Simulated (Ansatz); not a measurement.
`C[CH2][Mg][O]C` and `C[O][Mg][O][SiH3]` differ in one atom or group.

Ansatz, PBE0-D4/def2-TZVP geometries, multiplicity 1. Each molecule was computed in one conformer, which needn't be the lowest.

| property | `C[CH2][Mg][O]C` |
| --- | --- |
| size of the dipole moment (ωB97M-V/def2-TZVPP) / D | 0.46 |
| LUMO energy (ωB97M-V/def2-TZVPP) / eV | 0.41 |
| LUMO energy (PBE/def2-TZVPP) / eV | -1.45 |
| HOMO energy (PBE0/def2-TZVPP) / eV | -6.70 |
| HOMO energy (PBE/def2-TZVPP) / eV | -5.45 |
| HOMO energy (ωB97M-V/def2-TZVPP) / eV | -8.93 |

Task: Give the same properties after the change, and the shifts. (Best estimate.)

Result: Ansatz gave: 
| property | `C[O][Mg][O][SiH3]` | shift |
| --- | --- | --- |
| size of the dipole moment (ωB97M-V/def2-TZVPP) / D | 1.64 | 1.18 |
| LUMO energy (ωB97M-V/def2-TZVPP) / eV | -0.10 | -0.51 |
| LUMO energy (PBE/def2-TZVPP) / eV | -2.13 | -0.68 |
| HOMO energy (PBE0/def2-TZVPP) / eV | -7.36 | -0.66 |
| HOMO energy (PBE/def2-TZVPP) / eV | -5.88 | -0.43 |
| HOMO energy (ωB97M-V/def2-TZVPP) / eV | -9.80 | -0.87 |

With PBE0 the HOMO falls by 0.66 eV and the LUMO falls by 0.61 eV, so the gap widens by about 0.05 eV. PBE moves the HOMO by -0.43 eV and ωB97M-V by -0.87 eV. Dipoles are sizes alone; their direction can turn.
